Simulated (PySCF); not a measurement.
# Radial density of Cu⁺ (copper, charge +1)

UHF, [Ar] 3d10, closed-shell 1S. Calculation: PySCF 2.14, in x2c-SVPall; the spin-free X2C one-electron Hamiltonian (Gaussian nucleus).

| r (bohr) | 4πr²ρ (e/bohr) |
| --- | --- |
| 0.000792 | 0.1787 |
| 0.00133 | 0.4861 |
| 0.00224 | 1.252 |
| 0.00377 | 2.988 |
| 0.00634 | 6.852 |
| 0.0107 | 14.29 |
| 0.0179 | 25.42 |
| 0.0302 | 34.56 |
| 0.0508 | 32.47 |
| 0.0854 | 28.17 |
| 0.144 | 39.03 |
| 0.242 | 30.33 |
| 0.406 | 17.89 |
| 0.683 | 22.10 |
| 1.15 | 8.507 |
| 1.93 | 1.332 |
| 3.25 | 0.1133 |
| 5.47 | 0.0009699 |

Densities and radii are taken from the X2C orbitals without a picture-change correction, which distorts them close to the nucleus.
